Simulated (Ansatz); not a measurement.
Results of the Gaussian-basis code of Ansatz.

A structure relaxed at PBE0-D4/def2-TZVP, charge 0, multiplicity 1:

```csv
atom,x (Å),y (Å),z (Å)
O1,1.508,-1.215,-0.567
Si2,0.889,-1.151,0.980
C3,0.226,0.560,1.293
C4,-0.551,1.327,0.519
Si5,-1.288,0.945,-1.148
O6,-0.862,-0.505,-1.729
F7,-0.817,2.131,-2.113
H8,2.056,-1.970,-0.790
H9,-0.158,-2.193,1.148
H10,1.982,-1.418,1.953
H11,0.535,0.974,2.256
H12,-0.814,2.314,0.910
H13,-2.764,0.995,-1.112
H14,0.056,-0.794,-1.601
```

**Question.** Give its formula and SMILES.

**Answer.** C2H7FO2Si2, `O[SiH2]/C=C\[SiH](O)F`.

**Question.** Point group (tolerance 0.08 Å, 0.16 Å for H)?

**Answer.** C1.

**Question.** Summarise the bond lengths by kind.

**Answer.** 2 × O–Si 1.619 to 1.668 Å; 2 × H–O 0.959 to 0.971 Å; 2 × C–Si 1.861 to 1.862 Å; 3 × H–Si 1.477 to 1.487 Å; 1 × C–C 1.339 Å; 2 × C–H 1.093 Å; 1 × F–Si 1.600 Å.
